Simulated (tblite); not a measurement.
Species: C4H3F6NOSi.
Atom-mapped SMILES: `[N:1]#[C:2][C@H:3]([O:4][SiH2:5][C:6]([F:7])([F:8])[F:9])[C:10]([F:11])([F:12])[F:13]` (hydrogens: H14 on C3; H15, H16 on Si5)

Computed with GFN2-xTB (tblite), gas phase: L-BFGS steps from a force-field or distance-geometry start until the largest atomic force falls under 0.01 eV/Å.

Geometry at step 3:
```
atom  x, y, z in Å
N1     -0.7811   -1.7131   -2.7671
C2     -0.7970   -1.0679   -1.8233
C3     -0.8046   -0.2476   -0.6171
O4     -0.2477   -0.9191    0.4897
Si5     0.9206   -0.2236    1.3897
C6      2.3167    0.6020    0.2855
F7      2.8933   -0.2581   -0.5694
F8      3.2817    1.0321    1.1097
F9      1.8825    1.6860   -0.4067
C10    -2.2680    0.0976   -0.3079
F11    -2.9769   -1.0059   -0.1180
F12    -2.3159    0.8435    0.8003
F13    -2.8098    0.7780   -1.3192
H14    -0.2576    0.6891   -0.7613
H15     0.3803    0.8769    2.1540
H16     1.5761   -1.1610    2.2524
```

Q: What forces act on the atoms?

A: 
```csv
atom,Fx (eV/Å),Fy (eV/Å),Fz (eV/Å)
N1,-0.039,0.276,0.442
C2,0.268,-0.222,-0.349
C3,0.276,-0.227,0.092
O4,0.249,0.054,-0.256
Si5,-0.098,0.130,0.346
C6,-0.433,-0.292,0.465
F7,-0.022,0.264,-0.239
F8,0.254,0.210,-0.077
F9,0.231,-0.263,-0.119
C10,0.428,-0.118,-0.026
F11,-0.318,0.062,0.166
F12,-0.321,0.029,-0.078
F13,-0.156,0.103,0.199
H14,-0.203,0.121,-0.481
H15,-0.148,0.383,0.046
H16,0.030,-0.510,-0.131
```

The largest, 0.70 eV/Å, acts on C6; the rms over all components is 0.252 eV/Å. The forces sum to zero within rounding, as they must for an isolated molecule in no field.

Q: Give the force on C6 in Eh/bohr and in nN.

A: 0.699 eV/Å ÷ 51.422 = 0.01360 Eh/bohr, and 0.699 eV/Å × 1.602 = 1.12 nN.

Q: How far is this geometry from the end of the optimisation?

A: 0.294 eV above it, and 0.857 Å rms away after alignment. The bonds farthest from their final lengths, with half the difference of the two atoms' forces along the bond (positive lengthens):

```
   bond  now (Å)  final (Å)  force along bond (eV/Å)
  C3–O4    1.409      1.389                    -0.21
Si5–H16    1.433      1.447                    +0.10
Si5–H15    1.445      1.455                    +0.03
 C3–H14    1.094      1.103                    +0.07
C10–F11    1.325      1.333                    +0.14
 O4–Si5    1.631      1.624                    +0.06
```

The angle farthest from its final value is O4–Si5–H16, 112.4° against 98.2°.

Of the 3 listed bonds off by 0.010 Å or more, this force points towards the final length in 3.

The cost below is that of the whole relaxation. Hardware: 2 threads of an AMD EPYC 7R43, no GPU (shared host). Cost: 2.6 s wall, 5.2 s CPU.
